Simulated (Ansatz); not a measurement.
Reaction (ligand exchange at a B–Cl bond): `[SiH3]OB(Cl)Cl` + H–F → `FB(Cl)O[SiH3]` + HCl

Isolated molecules relaxed with PBE0-D4/def2-TZVP in Ansatz; ΔE leaves out vibrations. CCSD(T)/CBS is the MP2 limit (def2-TZVPP, def2-QZVPP) plus CCSD(T) − MP2 in def2-TZVPP, frozen cores. This one scheme is used for every species. Functionals use def2-TZVPP. One conformer a species, not always the lowest.

```
             level  ΔE (kJ/mol)  difference from CCSD(T)/CBS
       LDA (SPW92)        -53.6                         -2.7
            PBE-D4        -48.5                          2.4
         revPBE-D4        -44.2                          6.7
         r2SCAN-D4        -57.4                         -6.5
            B97M-V        -61.9                        -11.0
        r2SCANh-D4        -57.4                         -6.5
          BHLYP-D4        -63.0                        -12.1
           ωB97X-V        -58.2                         -7.3
           ωB97M-V        -57.5                         -6.6
          PBE-QIDH        -52.8                         -1.9
         CAM-B3LYP        -69.6                        -18.7
           LC-ωPBE        -59.7                         -8.8
     HF/def2-TZVPP        -78.9                        -28.0
SCS-MP2/def2-TZVPP        -54.6                         -3.7
CCSD(T)/def2-TZVPP        -56.2                         -5.3
     HF/def2-QZVPP        -79.6                        -28.7
       CCSD(T)/CBS        -50.9                            0
```

Largest T1 diagnostic among the species: 0.012.

At CCSD(T), def2-SVP lies −14.3 kJ/mol from the extrapolated value and def2-TZVPP −5.3 kJ/mol. From BLYP to BHLYP (50 % exact exchange), in def2-TZVPP and without D4, ΔE moves by −4.5 kJ/mol. The D4 term adds +7.9 kJ/mol with B3LYP and +4.1 kJ/mol with PBE0; it sums over pairs of atoms, weighted by their polarisabilities, and B3LYP, whose exchange is more repulsive, gets the larger term.

B3LYP here is the variant with VWN-RPA as its local correlation; programs differ in this.
